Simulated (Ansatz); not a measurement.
Relaxation of BFH6OSi2 (11 atoms, charge 0, multiplicity 1), to a largest force component of 0.015 eV/Å in at most 40 steps.

These are results of RKS PBE0-D4/6-31G* in Ansatz, not measurements.

```xyz
11
Properties=species:S:1:pos:R:3:forces:R:3
B -1.861 0.354 0.380 -2.64 1.58 -0.53
Si -0.287 -0.630 0.115 0.89 -2.76 0.18
O 0.208 -1.248 1.613 2.31 -1.41 -1.63
F -0.508 -1.890 -0.952 0.13 0.79 0.73
Si 1.298 0.695 -0.754 0.71 0.99 0.88
H -2.428 0.934 -0.558 0.45 -0.44 0.65
H -2.348 0.513 1.452 -0.04 0.11 0.21
H 1.073 -1.783 1.402 -2.20 1.31 0.98
H 1.554 1.830 0.235 -0.06 -0.38 -0.44
H 2.534 -0.069 -0.906 0.58 -0.21 -0.17
H 0.829 1.236 -2.007 -0.13 0.40 -0.87
```

Problem. Where does it end, and by what steps?

Solution. The forces met the threshold. After 14 steps the energy has fallen by 0.532 eV; H6 moved furthest, 0.64 Å.

| step | energy less start (eV) | largest force component (eV/Å) | accepted |
| --- | --- | --- | --- |
| 0 | 0.0000 | 2.757 | yes |
| 1 | -0.4104 | 1.423 | yes |
| 2 | -0.4762 | 0.545 | yes |
| 3 | -0.5064 | 0.394 | yes |
| 4 | -0.5165 | 0.228 | yes |
| 5 | -0.5194 | 0.357 | yes |
| 6 | -0.5260 | 0.117 | yes |
| 7 | -0.5292 | 0.035 | yes |
| 8 | -0.5270 | 0.303 | no |
| 9 | -0.5303 | 0.034 | yes |
| 10 | -0.5304 | 0.112 | yes |
| 11 | -0.5302 | 0.066 | no |
| 12 | -0.5312 | 0.042 | yes |
| 13 | -0.5315 | 0.015 | yes |
| 14 | -0.5316 | 0.007 | yes |

```xyz
11
Properties=species:S:1:pos:R:3
B -1.996 0.355 0.427
Si -0.306 -0.674 0.083
O 0.166 -1.398 1.501
F -0.502 -1.827 -1.045
Si 1.382 0.749 -0.735
H -2.839 0.473 -0.414
H -2.133 0.962 1.450
H 0.993 -1.894 1.474
H 1.598 1.884 0.209
H 2.669 0.001 -0.858
H 1.033 1.311 -2.071
```

The run took 34 s on 2 threads of AMD EPYC 7R13 Processor (Zen 3), with other jobs on the host, peak memory 0.22 GiB.
